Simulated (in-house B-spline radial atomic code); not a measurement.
**Response and correlation of Au LII (Au51+)**

Closed shell [Ar] 3d10. Computed with an all-electron radial atomic-structure program (B-spline basis): Dirac-Hartree-Fock, relativistic RPA (time-dependent Dirac-Hartree-Fock) for the response and second-order many-body perturbation theory for correlation, no-pair Dirac-Coulomb Hamiltonian, finite nucleus.

Command:
```bash
python run_mb.py task.json out
```
Settings (nuclear radius in fm, box in bohr, cutoff in hartree):
```
basis_form          2
Z                   79
core_configuration  [Ar] 3d10
rms_radius          5.4371
mass_number         197
speed_of_light      137.036
box_radius          1.907
lmax                7
intervals           55
virtual_cutoff      156025.0
```

Run time, properties included: 3.5 s on 1 thread of Intel(R) Xeon(R) Platinum 8488C (shared host).

```
multipole (bohr³, bohr⁵, bohr⁷)   uncoupled  coupled RPA
                         dipole    0.001525    0.0014978
                     quadrupole  7.0923e-05            ?
                       octupole  4.8856e-06   5.0367e-06
```

Problem. What is the coupled quadrupole polarisability?

Solution. 7.2683e-05 atomic units, +2 % against the uncoupled value.

Problem. Which subshells carry the dipole polarisability?

Solution. 3d5/2 47.4 %, 3d3/2 29.7 %, 3p3/2 15.4 %.

Problem. What does the dipole shielding factor come to?

Solution. The dipole shielding factor is 0.355, against the exact N/Z = 28/79 = 0.354 of the non-relativistic theorem.

Dipole polarisability at imaginary frequency:

```tsv
u (Eh)	α(iu) (bohr³)
0	0.001498
18.7	0.001449
56.2	0.001158
112	0.0007138
187	0.0003886
375	0.000133
750	3.946e-05
1870	7.099e-06
```

Problem. What dispersion coefficients follow for two such ions (the dispersion part alone)?

Solution. C6 = (3/π)∫α(iu)²du = 0.0001812 hartree·bohr⁶ and C8 = 4.587e-05 hartree·bohr⁸.

Lowest J = 1 odd-parity excitations:

```json
{"energy (eV)": "2065.4", "oscillator strength": "0.162", "leading channel": "3d3/2 → p1/2", "weight": "0.997"}
{"energy (eV)": "2118.6", "oscillator strength": "0.27", "leading channel": "3d5/2 → p3/2", "weight": "0.993"}
{"energy (eV)": "2209.9", "oscillator strength": "0.0252", "leading channel": "3d3/2 → p3/2", "weight": "0.996"}
{"energy (eV)": "2380.8", "oscillator strength": "0.365", "leading channel": "3p3/2 → s1/2", "weight": "0.996"}
{"energy (eV)": "2479.9", "oscillator strength": "0.00223", "leading channel": "3d5/2 → f5/2", "weight": "0.923"}
{"energy (eV)": "2516.4", "oscillator strength": "2.33", "leading channel": "3d5/2 → f7/2", "weight": "0.83"}
{"energy (eV)": "2606.2", "oscillator strength": "5.18", "leading channel": "3d3/2 → f5/2", "weight": "0.908"}
{"energy (eV)": "2796.5", "oscillator strength": "0.016", "leading channel": "3p3/2 → d3/2", "weight": "0.878"}
```

Second-order correlation energy by the highest angular momentum of the excited pair (hartree): s -0.02906, p -0.2148, d -0.485, f -0.5563, g -0.1864, h -0.08118, i -0.03679, k -0.01865.

Problem. What is the second-order correlation energy at the partial-wave limit?

Solution. The listed waves sum to -1.6081 hartree; extrapolating the increments as (l + 1/2)⁻⁴ gives -1.6463 hartree, -1.6 eV per electron.
